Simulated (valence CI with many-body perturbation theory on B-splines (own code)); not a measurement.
Results of a calculation; reference values are marked as such.
## Hyperfine factors and g values of Gd33+

Method: configuration interaction combined with many-body perturbation theory (CI+MBPT): three valence electrons over a frozen Dirac-Fock core [Ar] 3d10, a basis of 11 s, 11 p, 9 d, 7 f, 5 g, 2 h, 1 i functions for each j, with the one-electron correlation potential Σ1, the two-electron term Σ2, the three-electron term Σ3, Breit, model QED; selected CI, second order for the rest (own B-spline code, finite nucleus).

The last digits are not significant, and no measured levels were compared; by estimate large intervals hold to a few tenths of a per cent, small ones and those within an open d or f shell to about a per cent.

A/g_I is the dipole constant over the nuclear g factor μ/I (μ in nuclear magnetons, uniformly magnetised nucleus), B/Q the quadrupole constant per barn. Both hold the static response of the core; the bare values leave it out. Large factors of s and p1/2 electrons are usually good to 5 to 10 %; those of open d and f shells near neutrality can be off by tens of per cent, and small factors of p3/2, d and f electrons come from cancelling terms and can be off by a factor of two or in sign, in half-filled shells by more. B is blank for J = 1/2, where it vanishes, and for nearly pure S terms. Energies count from the lowest level.

Levels are named by their leading jj configuration (3d3/2^4 stands for four electrons in 3d with j = 3/2), which in mixed levels can hold well under half, so a name can repeat and another be missing. Letters in brackets count levels of one name in rising energy.

```
                     Level  E (eV)      g  A/g_I (MHz)  A/g_I bare  B/Q (MHz/b)  B/Q bare
        (4s^2 4p1/2) J=1/2    0.00  0.661       237000      229000                       
        (4s^2 4p3/2) J=3/2   44.85  1.331        32900       31500        63500     61100
        (4s 4p1/2^2) J=1/2   72.20  2.308       706000      679000                       
(4s 4p1/2 4p3/2) J=3/2 [a]  107.54  1.677       184000      177000        51500     49500
    (4s 4p1/2 4p3/2) J=5/2  113.94  1.386       215000      207000        31200     30000
(4s 4p1/2 4p3/2) J=3/2 [b]  123.43  0.945        -1630       -1500        51300     49300
    (4s 4p1/2 4p3/2) J=1/2  126.47  1.187      -202000     -194000                       
        (4s 4p3/2^2) J=5/2  155.18  1.402       167000      161000        23900     23000
        (4s^2 4d3/2) J=3/2  167.25  1.003       -28900      -27600       -15900    -15200
        (4s 4p3/2^2) J=1/2  171.38  1.832       747000      718000                       
        (4s 4p3/2^2) J=3/2  177.15  1.030       -64600      -62000          245       246
        (4s^2 4d5/2) J=5/2  181.37  1.204        23300       22800        21600     21000
     (4p1/2^2 4p3/2) J=3/2  197.22  1.334        27900       27300        58100     55900
(4s 4p1/2 4d3/2) J=3/2 [a]  226.77  0.531       -66600      -63900        13100     12700
    (4s 4p1/2 4d3/2) J=5/2  230.25  1.089       170000      164000        -8490     -8000
     (4p1/2 4p3/2^2) J=3/2  235.08  1.381        -8170       -7400        -1850     -1760
     (4p1/2 4p3/2^2) J=5/2  237.66  1.144        43000       41700         -289      -211
    (4s 4p1/2 4d3/2) J=1/2  242.21  0.366      -289000     -278000                       
(4s 4p1/2 4d3/2) J=3/2 [b]  242.60  1.335       109000      106000         8470      8160
(4s 4p1/2 4d5/2) J=5/2 [a]  244.48  1.428       120000      116000        14900     14400
    (4s 4p1/2 4d5/2) J=7/2  245.37  1.255       140000      135000        -1270     -1040
     (4p1/2 4p3/2^2) J=1/2  246.93  0.660       227000      218000                       
(4s 4p1/2 4d5/2) J=5/2 [b]  255.36  0.963        13100       12900        35200     34100
    (4s 4p1/2 4d5/2) J=3/2  259.17  1.042       -75800      -72500        16700     16200
(4s 4p3/2 4d3/2) J=3/2 [a]  278.04  1.327       136000      131000       -14000    -13600
(4s 4p3/2 4d3/2) J=5/2 [a]  278.57  1.272       117000      113000        13500     12900
(4s 4p3/2 4d3/2) J=1/2 [a]  278.71  2.350       397000      382000                       
    (4s 4p3/2 4d5/2) J=9/2  279.47  1.331        99000       95600        77400     74500
    (4s 4p3/2 4d3/2) J=7/2  279.99  1.313       114000      110000        39100     37600
           (4p3/2^3) J=3/2  282.33  1.385        -7420       -6410       -41500    -39900
(4s 4p3/2 4d3/2) J=3/2 [b]  288.35  0.968       -25700      -24400       -34400    -33100
(4s 4p3/2 4d5/2) J=5/2 [a]  288.94  1.337       151000      145000       -32700    -31400
(4s 4p3/2 4d3/2) J=5/2 [b]  291.87  0.906       -30600      -29200        39300     37800
(4s 4p3/2 4d5/2) J=7/2 [a]  295.61  1.190        76800       74200        54000     52100
(4s 4p3/2 4d5/2) J=7/2 [b]  295.97  1.177       -14800      -13800        42900     41300
(4s 4p3/2 4d3/2) J=1/2 [b]  297.30  0.598        35500       34700                       
    (4s 4p3/2 4d5/2) J=1/2  304.57  0.676      -169000     -162000                       
(4s 4p3/2 4d5/2) J=3/2 [a]  307.55  1.306       165000      159000        19200     18500
(4s 4p3/2 4d5/2) J=5/2 [b]  307.87  1.131       -47600      -45300       -25200    -24200
(4s 4p3/2 4d5/2) J=3/2 [b]  309.66  1.098        15600       15400       -51700    -49700
```

Q: Take the isotope of mass number 155, with I = 3/2, μ = -0.2591 μN and Q = 1.27 b. What is the hyperfine structure of (4s 4p1/2 4p3/2) J=5/2?

A: From the table A = -37100 MHz, B = 39700 MHz. Shifts from the centre of gravity in MHz: F = 1: 223000, F = 2: 117000, F = 3: -12600, F = 4: -129000.
